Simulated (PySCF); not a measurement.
ClMg, charge +1, singlet, geometry from GFN2-xTB (such geometries of metal compounds can be far from the true shape). Base run: HF/def2-SV(P) run with PySCF.

Geometry (Å):
```xyz
2

Mg     0.0000     0.0000    -1.2108
Cl     0.0000     0.0000     0.8547
```
Charge +1, spin multiplicity 1.
All else is at PySCF's defaults.

The base run was repeated with changes; each row names its change, and settings that it needs were set with it.

```tsv
change	basis functions	E (Eh)	HOMO (eV)	HOMO-LUMO gap (eV)
base	36	-658.67881	-17.10	9.81
basis = cc-pVDZ-DK; relativity = none	36	-658.49110	-17.08	9.83
basis = jorge-DZP-DKH; relativity = spin-free X2C	48	-660.61279	-17.08	9.79
basis = cc-pVDZ-DK; relativity = spin-free X2C	36	-660.61333	-17.06	9.81
basis = x2c-SVPall; relativity = spin-free X2C	36	-660.37355	-17.09	9.80
basis = x2c-SVPall; relativity = none	36	-658.46380	-17.09	9.81
basis = x2c-SVPall; relativity = spin-free X2C; nucleus = Gaussian (with mol.nucmod = 'G')	36	-660.37304	-17.09	9.80
basis = jorge-DZP-DKH; relativity = spin-free X2C; nucleus = Gaussian (with mol.nucmod = 'G')	48	-660.61223	-17.08	9.79
basis = jorge-DZP-DKH; relativity = none	48	-658.64965	-17.09	9.80
basis = cc-pVDZ-DK; relativity = spin-free X2C; nucleus = Gaussian (with mol.nucmod = 'G')	36	-660.61277	-17.06	9.81
```

Total energies compare only within one method and basis.

Basis sets contracted for a relativistic Hamiltonian are a mismatch without it, so the rows without relativity aren't non-relativistic limits. No row has spin-orbit coupling; sets with core potentials leave out the core electrons.
